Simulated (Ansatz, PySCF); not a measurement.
F2Re, SMILES [F][Re][F] (connectivity only; charge and spin as stated), neutral, multiplicity 6. Atoms are numbered in the order given.

```xyz
3

Re     0.0000     0.0000     0.0000
F      0.0000     0.0000     1.9296
F      0.0000     0.0000    -1.9296
```
Charge 0, spin multiplicity 6.

Geometry: B3LYP-D3(BJ)/def2-TZVP. The multiplicity is an assumed one; other spin states were not compared. The def2 effective core potentials stand for the cores of Re; spin–orbit coupling is left out.

Two levels are set side by side: PBE-D3(BJ)/def2-TZVP (Ansatz, a first-principles code) and B3LYP-D3(BJ)/def2-TZVP (Ansatz). Each level has its own optimised geometry; the coordinates shown are those of the second. Frequencies come from the Hessian of PySCF at each geometry. Differences are taken from unrounded values.

```json
[
 {"quantity": "mean bond length (Å)", "B3LYP-D3(BJ)": "1.930"},
 {"quantity": "bond Re1–F2 (Å)", "B3LYP-D3(BJ)": "1.930"},
 {"quantity": "bond Re1–F3 (Å)", "B3LYP-D3(BJ)": "1.930"},
 {"quantity": "highest harmonic wavenumber (cm⁻¹)", "B3LYP-D3(BJ)": "626"},
 {"quantity": "mean harmonic wavenumber (cm⁻¹)", "B3LYP-D3(BJ)": "369"},
 {"quantity": "zero-point energy (kcal/mol)", "B3LYP-D3(BJ)": "2.11"}
]
```

Task: What does PBE-D3(BJ) give, and how far is it from B3LYP-D3(BJ)? (The exact figures need the calculation; the answer reports its results.)

Result: 
```json
[
 {"quantity": "mean bond length (Å)", "PBE-D3(BJ)": "1.931", "PBE-D3(BJ) minus B3LYP-D3(BJ)": "0.001"},
 {"quantity": "bond Re1–F2 (Å)", "PBE-D3(BJ)": "1.931", "PBE-D3(BJ) minus B3LYP-D3(BJ)": "0.001"},
 {"quantity": "bond Re1–F3 (Å)", "PBE-D3(BJ)": "1.931", "PBE-D3(BJ) minus B3LYP-D3(BJ)": "0.001"},
 {"quantity": "highest harmonic wavenumber (cm⁻¹)", "PBE-D3(BJ)": "618", "PBE-D3(BJ) minus B3LYP-D3(BJ)": "-8"},
 {"quantity": "mean harmonic wavenumber (cm⁻¹)", "PBE-D3(BJ)": "361", "PBE-D3(BJ) minus B3LYP-D3(BJ)": "-8"},
 {"quantity": "zero-point energy (kcal/mol)", "PBE-D3(BJ)": "2.06", "PBE-D3(BJ) minus B3LYP-D3(BJ)": "-0.05"}
]
```
